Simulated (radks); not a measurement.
Q: Coherent X-ray form factor from a spherical all-electron density. All-electron calculation, scalar-relativistic Kohn-Sham, r2SCAN, spin-polarised, spherical densities, finite nucleus; meta-GGA in the generalised Kohn-Sham scheme; Fermi nuclear charge, rms radius of each element as measured or else 0.836 A^(1/3) + 0.57 fm. Program: a radial shooting solver on a logarithmic mesh with Libxc functionals.

sin(theta)/lambda (1/angstrom),f0 (electrons)
0.05,73.067
0.1,70.572
0.15,67.171
0.2,63.457
0.25,59.767
0.3,56.243
0.4,49.845
0.5,44.330
0.6,39.605
0.8,31.960
1,26.131
1.25,20.977
1.5,17.701
2,13.996

The species is in the configuration that NIST lists as its ground one. Which atom or ion scatters so?

A: The rhenium ion Re+, [Xe] 4f14 5d5 6s1. Extrapolating in s^2 from the first two rows gives f0(0) = 73.9, near the electron count 74; among species with that count, the fall with angle is slower the higher Z, and the table is that of Z = 75; from so few rows the species is fixed only to a neighbour or two.
